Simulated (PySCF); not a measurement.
C4H7FO, SMILES C[C@@]1(F)CCO1.

The structure is a stationary point at r2SCAN-D4/def2-SVP. The structure was generated by enumeration; whether it is a known compound was not checked.

The numbers are results of PySCF with TDA-M06-2X/def2-SVPD, not measurements.

Vertical excitations. Gas-phase values at a fixed geometry.

```tsv
state	energy (eV)	λ (nm)	f	main pairs
S1	8.09	153	0.001	HOMO→LUMO 64 %, HOMO→LUMO+2 20 %
S2	8.38	148	0.012	HOMO→LUMO+2 29 %, HOMO→LUMO+1 25 %, HOMO→LUMO 18 %, HOMO→LUMO+4 8 %
S3	8.74	142	0.018	HOMO→LUMO+1 59 %, HOMO→LUMO+2 12 %, HOMO→LUMO 12 %
S4	9.03	137	0.043	HOMO−1→LUMO 86 %
S5	9.33	133	0.010	HOMO−2→LUMO 70 %
S6	9.40	132	0.004	HOMO→LUMO+3 41 %, HOMO−1→LUMO+1 13 %, HOMO→LUMO+4 10 %, HOMO−1→LUMO+2 10 %
S7	9.43	132	0.014	HOMO−1→LUMO+1 30 %, HOMO→LUMO+3 22 %, HOMO−1→LUMO+2 16 %, HOMO→LUMO+4 12 %
S8	9.56	130	0.042	HOMO−1→LUMO+2 21 %, HOMO→LUMO+4 18 %, HOMO−1→LUMO+1 15 %, HOMO→LUMO+2 11 %
S9	9.60	129	0.003	HOMO−2→LUMO+2 18 %, HOMO→LUMO+4 14 %, HOMO−1→LUMO+1 13 %, HOMO−1→LUMO+2 10 %
S10	9.64	129	0.004	HOMO−2→LUMO+2 30 %, HOMO−1→LUMO+1 12 %, HOMO−2→LUMO+1 12 %, HOMO→LUMO+4 8 %
T1	7.83	158	0	HOMO→LUMO+2 40 %, HOMO→LUMO 18 %, HOMO→LUMO+4 14 %
T2	8.17	152	0	HOMO→LUMO 60 %, HOMO→LUMO+1 22 %
T3	8.65	143	0	HOMO→LUMO+1 55 %, HOMO→LUMO 13 %
T4	8.87	140	0	HOMO−1→LUMO 34 %, HOMO−1→LUMO+4 15 %, HOMO−1→LUMO+2 14 %, HOMO−1→LUMO+1 7 %
```
Triplets are in the Tamm–Dancoff approximation.
